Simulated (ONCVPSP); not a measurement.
Which change was made? (Br, ONCV)

* Element: bromine
* Generator: ONCVPSP 4.0.1
* Type: optimised norm-conserving Vanderbilt (ONCV)
* Functional: BLYP
* Relativity: scalar-relativistic
* Frozen core: [Ne]
* Valence charge: 25
* Reference configuration: 3s2 3p6 3d10 4s2 4p4.5 (charge +0.5)
* Partial waves: 3s+4s: rc 1.10 bohr, ncon 5, nbas 9, qcut 8.5 1/bohr, 2 projectors; 3p+4p: rc 1.15 bohr, ncon 4, nbas 8, qcut 9.6 1/bohr, 2 projectors; 3d: rc 1.10 bohr, ncon 4, nbas 9, qcut 11.9 1/bohr, local
* Local potential: the d channel
* Core correction: Teter function fitted to the true core (icmod 2), fcfact 0.35

Cutoffs, loose and tight: the cutoffs (Ha) at which the residual kinetic energy of the hardest occupied pseudo-wave falls to 1 and 0.1 mHa per electron. They do not see the model core or the augmentation charge, which bear on the density cutoff. Test errors are all-electron minus pseudo excitation energies from the reference, over the configurations 3s2 3p6 3d10 4s2 4p5; 3s2 3p6 3d10 4s2 4p4; 3s2 3p6 3d10 4s2 4p3; 3s2 3p6 3d10 4s2 4p2; variants that change the core or the reference have their own tests.

The base gives: outcome: generated; cutoff, loose: 79 Ha; cutoff, tight: 249 Ha; bound ghosts: s; GHOST(+) flags above zero: none; largest test error (meV): -20.

Problem. After one change the result is: outcome: generated; cutoff, loose: 79 Ha; cutoff, tight: 249 Ha; bound ghosts: s; GHOST(+) flags above zero: none; largest test error (meV): -54. Which change was it?
A. core [Ar] 3d10, valence charge 7; reference 4s1.5 4p5.5; waves now 4s: rc 1.30 bohr, ncon 4, nbas 7, qcut 5.8 1/bohr, 2 projectors, debl 0.4 Ha; 4p: rc 1.85 bohr, ncon 3, nbas 6, qcut 4.7 1/bohr, 1 projector; local potential polynomial inside 0.90 bohr (lpopt 5, dvloc0 4 Ha)
B. d: rc 1.12
C. reference 3s2 3p6 3d10 4s2 4p5
D. d: nproj 1; local potential polynomial inside 0.85 bohr (lpopt 1, dvloc0 6 Ha)

Solution. C. The others give: d: nproj 1; local potential polynomial inside 0.85 bohr (lpopt 1, dvloc0 6 Ha) → outcome: generated; cutoff, loose: 79 Ha; cutoff, tight: 249 Ha; bound ghosts: none; GHOST(+) flags above zero: none; largest test error (meV): -11 | d: rc 1.12 → outcome: failed: test_data: rc < rc(lloc) for l = 0. Not allowed. | core [Ar] 3d10, valence charge 7; reference 4s1.5 4p5.5; waves now 4s: rc 1.30 bohr, ncon 4, nbas 7, qcut 5.8 1/bohr, 2 projectors, debl 0.4 Ha; 4p: rc 1.85 bohr, ncon 3, nbas 6, qcut 4.7 1/bohr, 1 projector; local potential polynomial inside 0.90 bohr (lpopt 5, dvloc0 4 Ha) → outcome: generated, projector energies reset by the program; cutoff, loose: 13 Ha; cutoff, tight: 62 Ha; bound ghosts: s; GHOST(+) flags above zero: s; largest test error (meV): +12.
